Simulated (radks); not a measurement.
Excited configurations of neutral antimony: one electron is placed in a higher orbital outside [Kr] 4d10 5s2 5p2. The ground configuration is [Kr] 4d10 5s2 5p3. All-electron calculation, scalar-relativistic Kohn-Sham, PBE, spin-unpolarised, spherical densities, point nucleus. Program: a radial shooting solver on a logarithmic mesh with Libxc functionals. Excitation = E - E(ground); binding = E(ion) - E, where the ion is the core of charge +1; n* = 1/sqrt(2 binding) in atomic units, and the quantum defect is n - n*.

[
 {"outer orbital": "4f", "excitation (eV)": "7.401", "binding (eV)": "0.917", "n*": "3.853", "quantum defect": "0.147", "eigenvalue (eV)": "-0.431", "<r> (bohr)": "17.13"},
 {"outer orbital": "5d", "excitation (eV)": "6.400", "binding (eV)": "1.917", "n*": "2.664", "quantum defect": "2.336", "eigenvalue (eV)": "-0.658", "<r> (bohr)": "7.987"},
 {"outer orbital": "5f", "excitation (eV)": "7.680", "binding (eV)": "0.637", "n*": "4.620", "quantum defect": "0.380", "eigenvalue (eV)": "-0.366", "<r> (bohr)": "28.90"},
 {"outer orbital": "6s", "excitation (eV)": "5.069", "binding (eV)": "3.248", "n*": "2.047", "quantum defect": "3.953", "eigenvalue (eV)": "-1.817", "<r> (bohr)": "6.695"},
 {"outer orbital": "6p", "excitation (eV)": "6.120", "binding (eV)": "2.198", "n*": "2.488", "quantum defect": "3.512", "eigenvalue (eV)": "-1.191", "<r> (bohr)": "8.947"},
 {"outer orbital": "6d", "excitation (eV)": "7.127", "binding (eV)": "1.190", "n*": "3.381", "quantum defect": "2.619", "eigenvalue (eV)": "-0.643", "<r> (bohr)": "15.64"},
 {"outer orbital": "6f", "excitation (eV)": "7.855", "binding (eV)": "0.462", "n*": "5.425", "quantum defect": "0.575", "eigenvalue (eV)": "-0.288", "<r> (bohr)": "43.24"},
 {"outer orbital": "7s", "excitation (eV)": "6.726", "binding (eV)": "1.591", "n*": "2.924", "quantum defect": "4.076", "eigenvalue (eV)": "-0.969", "<r> (bohr)": "13.80"},
 {"outer orbital": "7p", "excitation (eV)": "7.101", "binding (eV)": "1.216", "n*": "3.344", "quantum defect": "3.656", "eigenvalue (eV)": "-0.726", "<r> (bohr)": "17.30"},
 {"outer orbital": "7d", "excitation (eV)": "7.556", "binding (eV)": "0.762", "n*": "4.226", "quantum defect": "2.774", "eigenvalue (eV)": "-0.464", "<r> (bohr)": "26.54"}
]

The Delta-SCF ionisation energy is 8.317 eV (NIST Atomic Spectra Database: 8.608 eV, measured). Self-interaction in the functional shifts the binding energies and quantum defects, so they are the method's values and not measured ones. Spin polarisation and multiplet splitting are left out, so open shells lie too high by an amount that depends on their filling. Spin-orbit splitting is averaged out at the scalar-relativistic level.

Beside tabulated values, note that spin-unpolarised runs miss the spin-polarisation part of the exchange energy of open shells.
